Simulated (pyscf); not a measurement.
Cl–SbH₂, singlet

Gas-phase minimum from PySCF at ωB97X-D3(BJ)/def2-SVP, one conformer. 

SMILES: [Cl][SbH2]
```xyz
4

Cl     0.4894     0.2852     0.7240
Sb    -1.6993    -0.6147     0.5940
H     -1.2883    -1.8196    -0.5483
H     -2.2076     0.4311    -0.6603
```
Charge 0, spin multiplicity 1.

Bond lengths (Å): Cl1–Sb2 2.370, Sb2–H3 1.710, Sb2–H4 1.710. Bond angles (°): Cl1–Sb2–H3 94.7, Cl1–Sb2–H4 94.7, H3–Sb2–H4 90.7.

Properties at ωB97X-D3(BJ)/def2-SVP:

| Quantity | Result |
|---|---|
| Harmonic wavenumbers, unscaled | 384, 634, 664, 877, 2006, 2010 cm⁻¹ |
| Zero-point energy | 9.4 kcal/mol |
| Rotational symmetry number | 1 |
| Entropy of this conformer at 298 K and 1 atm, rigid rotor and harmonic oscillator, modes under 100 cm⁻¹ raised to 100 | 278.0 J/(mol K) |
| Dipole moment | 2.67 D |

Single-point totals, which compare only within one level (frozen core for MP2 and CC):

```
level                   total energy (hartree)
----------------------  ----------------------
ωB97X-D3(BJ)/def2-TZVP              -701.77760
PBE/def2-TZVP                       -701.49185
r²SCAN/def2-TZVP                    -701.74982
B3LYP-D3(BJ)/def2-TZVP              -701.79511
PBE0-D3(BJ)/def2-TZVP               -701.54294
M06-2X/def2-TZVP                    -701.58171
ωB97M-D3(BJ)/def2-TZVP              -701.78689
HF/def2-TZVPP                       -699.95838
MP2/def2-TZVPP                      -700.50055
CCSD/def2-TZVPP                     -700.51970
CCSD(T)/def2-TZVPP                  -700.53836
```

The CCSD(T) − MP2 part came from Ansatz, without density fitting, on the same reference. The frozen core leaves the outer d or s,p core shells of the metals and heavy elements correlated in the MP2 and CC values, and def2-TZVPP describes them poorly, so these totals are far from the basis limit. Elements past Kr carry the def2 core potentials, without spin-orbit coupling.
